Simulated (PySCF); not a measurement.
Si(Me)2(OH)(SH) (C₂H₈OSSi), SMILES C[Si](C)(O)S. Atoms are numbered in the order given.

```xyz
13

C     -1.5674    -1.2386    -0.2999
Si    -0.0577    -0.2667     0.2338
C      1.5224    -1.2837     0.1493
O     -0.4108     0.2475     1.8023
S      0.3222     1.4300    -1.0755
H     -2.4771    -0.6061    -0.2688
H     -1.7291    -2.1004     0.3799
H     -1.4434    -1.6213    -1.3321
H      1.4457    -2.1602     0.8250
H      2.4086    -0.6911     0.4548
H      1.6993    -1.6544    -0.8808
H      0.2303     0.8871     2.1595
H     -0.9263     1.9530    -0.9184
```

Geometry optimised at PBE-D3(BJ)/def2-SVP. Other conformers were not sampled.

These are PBE-D3(BJ)/def2-SVP (PySCF) values and carry that method's errors.

Frequencies are harmonic and unscaled.

Computed harmonic wavenumbers and intensities:
```csv
mode,ν (cm⁻¹),IR (km/mol),moving atoms (share of kinetic energy)
1,133,0.5,H 96 %
2,144,3.9,"H 78 %, C 10 %, S 9 %"
3,150,0.9,"H 58 %, C 21 %, O 13 %"
4,168,0.6,"C 37 %, H 29 %, S 19 %, O 10 %"
5,211,30.5,H 85 %
6,223,10.5,"H 40 %, C 21 %, Si 18 %, O 11 %, S 10 %"
7,229,2.3,"H 42 %, C 18 %, S 17 %, O 13 %, Si 11 %"
8,261,19.9,"O 35 %, H 24 %, C 21 %, Si 19 %"
9,316,84.6,"H 64 %, O 25 %, S 8 %"
10,457,37.9,"S 43 %, Si 31 %, C 12 %, H 10 %"
11,637,23.1,"H 46 %, C 38 %, Si 10 %"
12,650,10.3,"H 70 %, C 19 %"
13,678,5.7,"H 56 %, C 33 %, Si 10 %"
14,727,38.1,"H 71 %, C 19 %"
15,760,29.1,"H 54 %, O 27 %, C 14 %"
16,779,60.3,"H 59 %, C 19 %, Si 19 %"
17,814,97.5,"H 65 %, C 21 %, Si 12 %"
18,857,273.4,"H 52 %, Si 23 %, O 15 %, C 9 %"
19,896,49.7,"H 39 %, Si 36 %, O 20 %"
20,1216,40.4,"H 76 %, C 23 %"
21,1221,18.0,"H 78 %, C 21 %"
22,1374,1.5,H 96 %
23,1375,1.3,H 96 %
24,1383,4.2,H 96 %
25,1388,6.1,H 96 %
26,2616,1.0,H 97 %
27,2975,1.5,H 97 %
28,2979,1.5,H 97 %
29,3076,1.6,"H 91 %, C 9 %"
30,3077,3.3,"H 91 %, C 9 %"
31,3078,4.1,"H 91 %, C 9 %"
32,3089,2.6,"H 91 %, C 9 %"
33,3755,60.2,H 94 %
```
